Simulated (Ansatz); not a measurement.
The Si2–N1 bond of H5NSi (SMILES N[SiH3]) is stretched (multiplicity 1, the rest rigid).
Geometry at rest (charge 0, multiplicity 1):
```xyz
7

N      1.140    -0.079    -0.110
Si    -0.573     0.047     0.030
H      1.737     0.601     0.333
H      1.582    -0.985    -0.128
H     -1.141    -0.286     1.366
H     -0.952     1.446    -0.273
H     -1.179    -0.882    -0.951
```

Correlated levels freeze the cores.

Run with Ansatz (a program for electronic structure). Values without a source in brackets are computed.

Energies above the point at 1.724 Å (the B3LYP-D3(BJ) bond length), FIC-MRCISD+Q on CASSCF(2,2)/cc-pV(T+d)Z (kcal/mol): 12.87 at 1.551 Å; 7.68 at 1.896 Å; 104.93 at 5.516 Å.

Take the last value as the depth D of a Morse curve D(1 − e^(−a(R − R₀)))², fit a and R₀ to the two near points, and test it at 2.327 and 3.017 Å.


With D = 104.9, both near points (counted from the curve's value at 1.724 Å) are met by a = 1.79 Å⁻¹ and R₀ = 1.719 Å, so k = 2Da² = 671 kcal/(mol Å²). The curve then gives 46.1 and 85.3 kcal/mol; the level itself gives 51.3 and 100.0, so Morse is off by -5.2 and -14.7.
